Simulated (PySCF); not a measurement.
Simulation results for Al2FH2O, Al2H2NO, CH4Al2O, AlH5NOSi and others

Computed with PySCF 2.14.0. Calculation on a computer-drawn molecule: optimised geometry and harmonic frequencies of an isolated molecule of the commonest isotopes, restricted reference for singlets and unrestricted otherwise, frozen core in MP2.

(1) Al2FH2O

Start structure:
```xyz
6
Al2FH2O
O      0.4999    -0.3795    -0.5391
Al    -0.9896     0.2640    -0.5504
Al    -3.5100     0.8310    -0.4716
F     -4.5969    -0.2546     0.0293
H      1.3736    -0.7007    -0.5640
H     -3.9038     2.3379    -0.9071
```

* charge: 1
* multiplicity: 1
* method: HF
* basis: cc-pV(D+d)Z
* rotational constants: 16.75, 1.598, 1.459 GHz
* total energy: -659.1944 hartree
* convergence status largest gradient component: 2.547e-05 hartree/bohr

Drawn bonds:
```tsv
atom	other atom	order
1	2	1
2	3	1
3	4	1
1	5	1
3	6	1
```

Optimised structure:
```xyz
6
Al2FH2O
O      0.4833    -0.3801    -0.5430
Al    -1.0343     0.1445    -0.5318
Al    -3.5652     0.9762    -0.4996
F     -4.3849    -0.3323     0.0290
H      1.3646    -0.7123    -0.5406
H     -3.9902     2.4021    -0.9169
```

Modes:
```tsv
frequency (cm⁻¹)	reduced mass (dalton)
89.14	7.97
125.9	7.059
173.7	15.15
299.9	10.61
381.3	1.138
386.1	1.14
445.7	1.247
605.1	1.103
891.6	17.91
1068	11.22
2140	1.046
4243	1.073
```

(2) Al2FH2O

Start structure:
```xyz
6
Al2FH2O
O      0.4833    -0.3801    -0.5430
Al    -1.0343     0.1445    -0.5318
Al    -3.5652     0.9762    -0.4996
F     -4.3849    -0.3323     0.0290
H      1.3646    -0.7123    -0.5406
H     -3.9903     2.4021    -0.9169
```

* charge: 1
* multiplicity: 1
* method: MP2
* basis: cc-pV(D+d)Z
* rotational constants: 16.34, 1.585, 1.445 GHz
* total energy: -659.6685 hartree
* convergence status largest gradient component: 1.965e-05 hartree/bohr

Drawn bonds:
```tsv
atom	other atom	order
1	2	1
2	3	1
3	4	1
1	5	1
3	6	1
```

Optimised structure:
```xyz
6
Al2FH2O
O      0.4923    -0.3748    -0.5459
Al    -1.0457     0.1502    -0.5327
Al    -3.5780     0.9780    -0.4987
F     -4.4062    -0.3492     0.0372
H      1.3876    -0.7202    -0.5405
H     -3.9768     2.4141    -0.9223
```

Modes:
```tsv
frequency (cm⁻¹)	reduced mass (dalton)
77.44	8.711
105.8	8.963
155.3	19.41
289.9	4.065
305.6	1.331
308.4	1.105
434	1.245
582.6	1.103
861.4	17.54
1025	11.19
2096	1.047
3993	1.073
```

(3) Al2H2NO

Start structure:
```xyz
6
Al2H2NO
O      0.1938    -1.6414     1.0509
Al    -0.1958    -0.3317     0.2385
N     -0.4614     1.1045    -0.7599
Al    -1.6738     2.2161    -1.4353
H      0.4452    -2.3581     1.5751
H     -2.6266     3.1522    -2.1007
```

* charge: 1
* multiplicity: 1
* method: HF
* basis: cc-pV(D+d)Z
* rotational constants: 1.611, 1.611 GHz
* total energy: -614.1543 hartree
* convergence status largest gradient component: 1.222e-05 hartree/bohr

Drawn bonds:
```tsv
atom	other atom	order
1	2	1
2	3	1
3	4	2
1	5	1
4	6	1
```

Optimised structure:
```xyz
6
Al2H2NO
O      0.3085    -1.5896     1.0496
Al    -0.3373    -0.3676     0.2393
N     -1.0068     0.8982    -0.5998
Al    -1.6753     2.1641    -1.4348
H      0.6891    -2.3052     1.5250
H     -2.2969     3.3417    -2.2108
```

Modes:
```tsv
frequency (cm⁻¹)	reduced mass (dalton)
83.5	6.291
206.1	1.737
211.9	1.558
242.6	2.846
242.6	2.822
472.2	1.244
473.1	1.195
556.6	12.07
1078	11.36
1390	14.4
2166	1.052
4274	1.073
```

(4) Al2FH2O

Start structure:
```xyz
6
Al2FH2O
O      0.4103    -1.2160    -1.4277
Al     0.1596     0.2064    -0.8092
Al    -1.4860     0.0857     1.1737
F     -2.4974    -0.2085     2.4007
H      0.6004    -2.0502    -1.8585
H      0.7361     1.6512    -1.1045
```

- charge: 1
- multiplicity: 1
- method: HF
- basis: cc-pV(D+d)Z
- rotational constants: 15.51, 1.602, 1.452 GHz
- total energy: -659.1883 hartree
- convergence status largest gradient component: 2.793e-05 hartree/bohr

Drawn bonds:
```tsv
atom	other atom	order
1	2	1
2	3	1
3	4	1
1	5	1
2	6	1
```

Optimised structure:
```xyz
6
Al2FH2O
O      0.2736    -1.3305    -1.2930
Al     0.2222     0.2532    -0.8440
Al    -1.5036     0.0211     1.2156
F     -2.5433    -0.2111     2.4355
H      0.6755    -1.9049    -1.9272
H      0.7987     1.6409    -1.2124
```

Modes:
```tsv
frequency (cm⁻¹)	reduced mass (dalton)
76.33	7.937
118.4	12.21
164.4	16.52
273.7	10.09
426.4	1.102
469.8	1.262
478.6	1.143
606.1	1.151
934.7	21.63
967.4	6.781
2132	1.047
4187	1.069
```

(5) Al2FH2O

Start structure:
```xyz
6
Al2FH2O
O      0.2736    -1.3305    -1.2930
Al     0.2222     0.2532    -0.8440
Al    -1.5036     0.0211     1.2156
F     -2.5433    -0.2111     2.4355
H      0.6755    -1.9049    -1.9272
H      0.7987     1.6409    -1.2124
```

* charge: 1
* multiplicity: 1
* method: MP2
* basis: cc-pV(D+d)Z
* rotational constants: 14.38, 1.657, 1.485 GHz
* total energy: -659.6649 hartree
* convergence status largest gradient component: 1.733e-05 hartree/bohr

Drawn bonds:
```tsv
atom	other atom	order
1	2	1
2	3	1
3	4	1
1	5	1
2	6	1
```

Optimised structure:
```xyz
6
Al2FH2O
O      0.2079    -1.3523    -1.2183
Al     0.2321     0.2859    -0.8482
Al    -1.4796     0.0249     1.1879
F     -2.5365    -0.2729     2.4116
H      0.6597    -1.8706    -1.8990
H      0.8395     1.6538    -1.2594
```

Modes:
```tsv
frequency (cm⁻¹)	reduced mass (dalton)
60.08	7.28
109.5	12.07
148.7	16.62
278.9	10.58
415.4	1.132
454.9	1.208
529.9	1.077
587.8	1.279
897.8	21.86
908.8	5.746
2086	1.047
3883	1.068
```

(6) CH4Al2O

Start structure:
```xyz
8
CH4Al2O
O     -0.6842     2.3009     2.7718
Al     0.3424     1.1515     2.2029
C     -0.0516     0.0575     0.4893
Al    -1.0657    -1.1570     1.7465
H     -1.2480     3.0793     3.1103
H      1.6846     1.1839     2.9629
H      0.9597    -0.3269     0.1719
H     -0.5160     0.6989    -0.2014
```

- charge: 0
- multiplicity: 1
- method: HF
- basis: cc-pV(D+d)Z
- rotational constants: 10.87, 1.985, 1.796 GHz
- total energy: -598.9434 hartree
- convergence status largest gradient component: 2.667e-05 hartree/bohr

Drawn bonds:
```tsv
atom	other atom	order
1	2	1
2	3	1
3	4	1
1	5	1
2	6	1
3	7	1
3	8	1
```

Optimised structure:
```xyz
8
CH4Al2O
O     -0.8896     2.4030     2.6073
Al     0.3627     1.3522     2.1520
C     -0.0484     0.0260     0.8034
Al    -1.1873    -1.5615     1.1901
H     -0.8584     3.0952     3.2461
H      1.7578     1.4769     2.8908
H      0.8897    -0.3505     0.3621
H     -0.6053     0.5468     0.0024
```

Modes:
```tsv
frequency (cm⁻¹)	reduced mass (dalton)
40.09	5.038
138.2	4.064
225.9	2.552
387.5	1.163
461	1.543
494.8	2.377
537.6	1.599
581.1	1.125
683.6	1.892
730.7	1.405
821.2	1.468
867.1	1.956
907.4	2.463
1436	1.098
1973	1.042
3079	1.058
3144	1.098
4222	1.068
```

(7) AlH5NOSi

Start structure:
```xyz
9
AlH5NOSi
O     -2.3919    -1.2143    -1.0782
Al    -1.6457    -0.0187    -0.2369
N      0.1128     0.3770    -0.3044
Si     1.2226    -0.3681    -1.3920
H     -2.8615    -1.8676    -1.5498
H     -2.6318     0.8722     0.5212
H      0.4940     0.9821     0.4001
H      0.9534    -0.0242    -2.6949
H      2.5913    -0.0376    -0.9205
```

- charge: 0
- multiplicity: 2
- method: HF
- basis: cc-pV(D+d)Z
- rotational constants: 10.32, 2.314, 1.904 GHz
- total energy: -663.1625 hartree
- spin squared: 0.754
- convergence status largest gradient component: 1.543e-05 hartree/bohr

Drawn bonds:
```tsv
atom	other atom	order
1	2	1
2	3	1
3	4	1
1	5	1
2	6	1
3	7	1
4	8	1
4	9	1
```

Optimised structure:
```xyz
9
AlH5NOSi
O     -2.1873    -1.1065    -1.4547
Al    -1.6335    -0.0266    -0.2854
N      0.1198     0.2662    -0.1974
Si     1.4576    -0.3580    -1.1093
H     -3.0662    -1.3775    -1.6550
H     -2.6043     0.7054     0.7128
H      0.4081     0.8813     0.5474
H      0.9440    -1.0137    -2.3346
H      2.4052     0.7302    -1.4792
```

Modes:
```tsv
frequency (cm⁻¹)	reduced mass (dalton)
84.74	1.168
120.4	4.797
138.5	2.953
314.8	4.076
339.7	1.109
471.2	1.156
544.4	1.224
572	1.4
600.1	2.322
723.1	1.254
796	1.528
850.3	1.186
903.1	3.708
968.6	3.617
994.5	1.093
1229	1.386
2017	1.043
2246	1.038
2302	1.045
3746	1.074
4240	1.068
```

(8) Al2H4NO

Start structure:
```xyz
8
Al2H4NO
O      2.2055     0.5461     1.2239
Al     0.6950    -0.0241     1.5537
N     -0.8010    -1.0738     0.9767
Al    -1.7144    -0.7935     2.5922
H      3.0154     0.8434     1.0418
H     -0.9229    -1.5769     0.2021
H     -2.7466     0.2883     2.6629
H     -1.7477    -1.7649     3.7707
```

- charge: 0
- multiplicity: 2
- method: HF
- basis: cc-pV(D+d)Z
- rotational constants: 27.74, 1.742, 1.639 GHz
- total energy: -615.5787 hartree
- spin squared: 0.7522
- convergence status largest gradient component: 4.098e-05 hartree/bohr

Drawn bonds:
```tsv
atom	other atom	order
1	2	1
2	3	1
3	4	1
1	5	1
3	6	1
4	7	1
4	8	1
```

Optimised structure:
```xyz
8
Al2H4NO
O      2.2163     0.6886     0.8694
Al     0.6797     0.7977     1.5759
N     -0.3441    -0.6661     1.7511
Al    -1.9751    -0.8794     2.4386
H      2.6789    -0.0546     0.5197
H      0.0788    -1.5140     1.3987
H     -2.7186     0.3888     3.0135
H     -2.6325    -2.3164     2.4571
```

Modes:
```tsv
frequency (cm⁻¹)	reduced mass (dalton)
77.88	4.184
134.7	4.167
186.6	1.277
243.7	4.546
321.2	1.243
509.8	1.655
544.5	1.224
609.4	1.141
661.4	1.214
711.5	3.319
837.1	1.317
869.5	3.484
907.6	2.736
1103	1.556
1985	1.056
1997	1.028
3713	1.074
4214	1.068
```

(9) AlBFH2O

Start structure:
```xyz
6
AlBFH2O
O     -2.2515    -1.5415     1.3988
Al    -0.9540    -0.6464     1.6392
B      0.8466     0.3827     1.7273
F      1.6429     0.0638     0.5056
H      1.5068     0.0432     2.6812
H      0.7409     1.5467     1.6791
```

* charge: -1
* multiplicity: 1
* method: HF
* basis: aug-cc-pV(D+d)Z
* rotational constants: 30.27, 2.179, 2.068 GHz
* total energy: -442.1616 hartree
* convergence status largest gradient component: 1.501e-05 hartree/bohr

Drawn bonds:
```tsv
atom	other atom	order
1	2	2
2	3	1
3	4	1
3	5	1
3	6	1
```

Optimised structure:
```xyz
6
AlBFH2O
O     -2.4027    -1.5283     1.5146
Al    -0.9959    -0.7560     1.5264
B      0.9937     0.4138     1.6641
F      1.7928     0.1184     0.5154
H      1.4985     0.0160     2.7038
H      0.6454     1.5846     1.7069
```

Modes:
```tsv
frequency (cm⁻¹)	reduced mass (dalton)
104.5	13.6
136.6	5.594
230.9	12.28
359.2	6.151
655.7	1.352
938.3	6.04
1035	1.175
1081	1.194
1099	18.59
1263	1.138
2462	1.045
2481	1.117
```

(10) AlBFH2O

Start structure:
```xyz
6
AlBFH2O
O     -2.4027    -1.5283     1.5146
Al    -0.9959    -0.7560     1.5264
B      0.9937     0.4138     1.6641
F      1.7928     0.1184     0.5154
H      1.4985     0.0160     2.7038
H      0.6453     1.5846     1.7069
```

* charge: -1
* multiplicity: 1
* method: MP2
* basis: aug-cc-pV(D+d)Z
* rotational constants: 29.27, 2.185, 2.068 GHz
* total energy: -442.7600 hartree
* convergence status largest gradient component: 3.09e-05 hartree/bohr

Drawn bonds:
```tsv
atom	other atom	order
1	2	2
2	3	1
3	4	1
3	5	1
3	6	1
```

Optimised structure:
```xyz
6
AlBFH2O
O     -2.4133    -1.5333     1.5159
Al    -0.9566    -0.7313     1.5314
B      0.9756     0.4053     1.6662
F      1.8058     0.1109     0.4925
H      1.4874     0.0129     2.7119
H      0.6328     1.5841     1.7133
```

Modes:
```tsv
frequency (cm⁻¹)	reduced mass (dalton)
92.36	13.5
122.7	5.519
242.1	15.82
386.4	5.045
599.4	1.371
869.2	6.754
943.1	17.1
970.4	1.157
1016	1.211
1187	1.125
2420	1.047
2455	1.117
```
